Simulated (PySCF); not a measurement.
Isomers of C5H9ClO2.

All values: PBE0/def2-SVPD (PySCF) at GFN2-xTB geometries, gas phase, one conformer each. Core orbitals are frozen in the response; Δα² is half the sum of the squared differences of the principal polarisabilities.

(1) Rank by HOMO–LUMO gap, lowest first.
A. `[CH3:1][O:2][C:3](=[O:4])[C@H:5]([CH3:6])[CH2:7][Cl:8]` with C1–O2–C3–O4 1°, O2–C3–C5–C6 -107°, C3–C5–C7–Cl8 -65°
B. `[CH3:1][C:2]([CH3:3])([Cl:4])[CH2:5][C:6](=[O:7])[OH:8]` with C1–C2–C5–C6 63°, C2–C5–C6–O7 0°, C5–C6–O8–H 180°
C. `[CH3:1][O:2][CH2:3][C@@H:4]([CH3:5])[C:6](=[O:7])[Cl:8]` with C1–O2–C3–C4 173°, O2–C3–C4–C5 168°, C3–C4–C6–O7 -28°
D. `[CH3:1][O:2][C@@H:3]([CH3:4])[CH2:5][C:6](=[O:7])[Cl:8]` with C1–O2–C3–C4 159°, O2–C3–C5–C6 167°, C3–C5–C6–O7 -50°

(2) Rank by polarisability anisotropy Δα, highest first.
A. `[CH3:1][O:2][C:3](=[O:4])[C@H:5]([CH3:6])[CH2:7][Cl:8]` with C1–O2–C3–O4 1°, O2–C3–C5–C6 -107°, C3–C5–C7–Cl8 -65°
B. `[CH3:1][O:2][CH2:3][C@@H:4]([CH3:5])[C:6](=[O:7])[Cl:8]` with C1–O2–C3–C4 173°, O2–C3–C4–C5 168°, C3–C4–C6–O7 -28°
C. `[CH3:1][C:2]([CH3:3])([Cl:4])[CH2:5][C:6](=[O:7])[OH:8]` with C1–C2–C5–C6 63°, C2–C5–C6–O7 0°, C5–C6–O8–H 180°
D. `[CH3:1][O:2][C@@H:3]([CH3:4])[CH2:5][C:6](=[O:7])[Cl:8]` with C1–O2–C3–C4 159°, O2–C3–C5–C6 167°, C3–C5–C6–O7 -50°

Answers

(1) D (6.56 eV), C (6.74 eV), B (8.14 eV), A (8.28 eV).

(2) D (4.31 Å³), B (3.48 Å³), C (3.03 Å³), A (2.34 Å³).

All values together:

| SMILES | μ (D) | HOMO (eV) | LUMO (eV) | α (Å³) | Δα (Å³) |
| --- | --- | --- | --- | --- | --- |
| COC[C@@H](C)C(=O)Cl | 3.43 | -7.81 | -1.06 | 12.35 | 3.48 |
| CO[C@@H](C)CC(=O)Cl | 2.32 | -7.89 | -1.32 | 12.45 | 4.31 |
| COC(=O)[C@H](C)CCl | 2.54 | -8.22 | 0.06 | 12.06 | 2.34 |
| CC(C)(Cl)CC(=O)O | 1.87 | -8.40 | -0.27 | 12.05 | 3.03 |

Conformers: `[CH3:1][O:2][CH2:3][C@@H:4]([CH3:5])[C:6](=[O:7])[Cl:8]` with C1–O2–C3–C4 173°, O2–C3–C4–C5 168°, C3–C4–C6–O7 -28°; `[CH3:1][O:2][C@@H:3]([CH3:4])[CH2:5][C:6](=[O:7])[Cl:8]` with C1–O2–C3–C4 159°, O2–C3–C5–C6 167°, C3–C5–C6–O7 -50°; `[CH3:1][O:2][C:3](=[O:4])[C@H:5]([CH3:6])[CH2:7][Cl:8]` with C1–O2–C3–O4 1°, O2–C3–C5–C6 -107°, C3–C5–C7–Cl8 -65°; `[CH3:1][C:2]([CH3:3])([Cl:4])[CH2:5][C:6](=[O:7])[OH:8]` with C1–C2–C5–C6 63°, C2–C5–C6–O7 0°, C5–C6–O8–H 180°.
